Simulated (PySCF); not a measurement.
Computed properties of Si(H)(I)(OH)2 (H₃IO₂Si), SMILES O[SiH](O)I

H₃IO₂Si, SMILES O[SiH](O)I. Coordinates come from a PBE0-D3(BJ)/def2-SVP optimisation. The def2 effective core potentials stand for the cores of I; spin–orbit coupling is left out. Other conformers were not sampled. All values are computed for the isolated molecule unless a solvent is named; none is compared with measurement here.

**Structure.** All 15 harmonic modes at PBE0-D3(BJ)/def2-SVP (PySCF) are real, so it is a minimum. With heavy atoms numbered as in [SiH:1]([OH:2])([OH:3])[I:4], the shortest bond between them is Si1–O3 at 1.649 Å and the longest Si1–I4 at 2.439 Å.

**Vibrations.** The strongest infrared lines (harmonic, unscaled, degenerate partners summed) lie at 873 cm⁻¹ (413 km/mol, H 62 %, Si 20 %, O 19 %), 722 cm⁻¹ (180 km/mol, H 96 %), 973 cm⁻¹ (152 km/mol, Si 46 %, O 41 %, H 12 %). The softest mode is at 157 cm⁻¹ and the zero-point energy is 24.0 kcal/mol.

**Electronic structure.** B3LYP/def2-TZVP (PySCF) places the frontier levels at -7.45 and -0.31 eV, a gap of 7.14 eV, and gives a dipole moment of 1.91 D and a mean polarisability of 61.4 bohr³.

**Excitations.** TDA-CAM-B3LYP/def2-SVPD (PySCF) has S1 at 6.08 eV (204 nm, f = 0.008, weak); the most intense of the 10 singlets computed lies at 7.54 eV (f = 0.08). T1 (TDA) is at 5.57 eV, 0.51 eV under S1. No vertical singlet excitation falls in the visible range (under 3.1 eV).
